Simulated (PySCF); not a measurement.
A structure optimised at PBE-D3(BJ)/def2-SVP, used in a PySCF frequency run:

```
N
H 1 1.0254
Si 1 1.7566 2 115.42
Si 1 1.7566 2 115.42 3 -171.55
H 4 1.5052 1 106.70 2 -160.82
H 3 1.5052 1 106.70 2 160.82
H 4 1.5087 5 109.71 1 -117.54
H 3 1.5087 6 109.71 1 117.54
C 4 1.8899 5 109.25 7 -118.87
H 9 1.1093 4 110.80 5 -59.05
H 9 1.1094 10 107.94 4 121.92
H 9 1.1101 10 108.12 11 116.47
C 3 1.8899 6 109.25 8 118.87
H 13 1.1093 3 110.80 6 59.05
H 13 1.1094 14 107.94 3 -121.92
H 13 1.1101 14 108.12 15 -116.47
```
Charge 0, spin multiplicity 1.

Q: Write its SMILES, formula and point group.

A: C[SiH2]N[SiH2]C, C2H11NSi2, Cs

Q: What are its rotational constants (standard atomic weights)?

A: 5.1582, 1.4829, 1.2525 GHz
